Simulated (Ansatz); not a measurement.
C2H8GeO3, SMILES `C[CH2][Ge]([OH])([OH])[OH]`. Charge 0, multiplicity 1. The structure was optimised at the PBE0-D4/def2-TZVP level. It is one conformer, not always the lowest.

```xyz
14

C    -1.955   -0.251    0.305
C    -0.651    0.109    1.006
Ge    0.866    0.098   -0.187
O     1.220   -1.545   -0.760
O     0.565    1.092   -1.627
O     2.330    0.726    0.594
H    -2.794   -0.226    1.005
H    -1.912   -1.254   -0.124
H    -2.176    0.447   -0.505
H    -0.425   -0.591    1.815
H    -0.697    1.106    1.453
H     1.299   -1.567   -1.717
H     1.264    1.740   -1.751
H     3.065    0.117    0.493
```

(1) What is the dipole moment at ωB97M-V/def2-TZVPP? (An estimate is asked.)

(2) And with PBE, r2SCAN, B3LYP? (Best estimate.)

(3) Give the Mulliken charges with ωB97M-V, B3LYP, r2SCAN in def2-TZVPP. (Best estimate.)

Answers

(1) Computed: 0.32 D, with components (0.23, 0.03, -0.23) D in this frame, pointing from negative to positive charge.

(2) Computed: PBE 0.29 D, r2SCAN 0.30 D, B3LYP 0.29 D.

(3) Computed: 
```csv
atom,ωB97M-V,B3LYP,r2SCAN
C1,-0.33,-0.28,-0.15
C2,-0.28,-0.22,-0.15
Ge3,0.79,0.81,0.79
O4,-0.44,-0.45,-0.47
O5,-0.43,-0.45,-0.46
O6,-0.43,-0.44,-0.46
H7,0.11,0.09,0.05
H8,0.11,0.09,0.06
H9,0.12,0.10,0.07
H10,0.12,0.09,0.06
H11,0.12,0.09,0.06
H12,0.18,0.19,0.20
H13,0.18,0.18,0.20
H14,0.18,0.18,0.20
```

B3LYP here is the variant with VWN-RPA as its local correlation; programs differ in this.
